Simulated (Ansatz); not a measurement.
ClF2H4NSi2 (`F[SiH](F)N[SiH2]Cl`). The species carries charge 0 and has multiplicity 1. Geometry: relaxed with PBE0-D4/def2-TZVP. It is one conformer, not always the lowest.

```xyz
10

F     1.776   -2.000    0.063
Si    0.556   -1.301   -0.666
F     1.127   -0.318   -1.768
N    -0.344   -0.354    0.422
Si   -0.612    1.348    0.425
Cl    0.891    2.382    1.371
H    -0.212   -2.371   -1.320
H    -0.658   -0.831    1.257
H    -0.672    1.830   -0.967
H    -1.853    1.615    1.184
```

(1) What is the dipole moment at B3LYP/def2-TZVPP? (Estimate.)

(2) And with PBE, r2SCAN, ωB97M-V? (An estimate is asked.)

(3) Give the Mulliken charges with B3LYP, r2SCAN, PBE in def2-TZVPP. (Estimate.)

Answers

(1) Ansatz gave: 2.77 D, with components (-2.48, -1.14, 0.49) D in this frame, pointing from negative to positive charge.

(2) The calculation gave: PBE 2.61 D, r2SCAN 2.70 D, ωB97M-V 2.73 D.

(3) Ansatz gave: 
```json
{"atom": "F1", "B3LYP": "-0.30", "r2SCAN": "-0.30", "PBE": "-0.26"}
{"atom": "Si2", "B3LYP": "0.79", "r2SCAN": "0.81", "PBE": "0.67"}
{"atom": "F3", "B3LYP": "-0.31", "r2SCAN": "-0.30", "PBE": "-0.26"}
{"atom": "N4", "B3LYP": "-0.33", "r2SCAN": "-0.39", "PBE": "-0.27"}
{"atom": "Si5", "B3LYP": "0.48", "r2SCAN": "0.52", "PBE": "0.40"}
{"atom": "Cl6", "B3LYP": "-0.25", "r2SCAN": "-0.25", "PBE": "-0.22"}
{"atom": "H7", "B3LYP": "-0.09", "r2SCAN": "-0.09", "PBE": "-0.09"}
{"atom": "H8", "B3LYP": "0.12", "r2SCAN": "0.14", "PBE": "0.14"}
{"atom": "H9", "B3LYP": "-0.05", "r2SCAN": "-0.05", "PBE": "-0.04"}
{"atom": "H10", "B3LYP": "-0.06", "r2SCAN": "-0.07", "PBE": "-0.05"}
```

B3LYP here is the variant with VWN-RPA as its local correlation; programs differ in this.
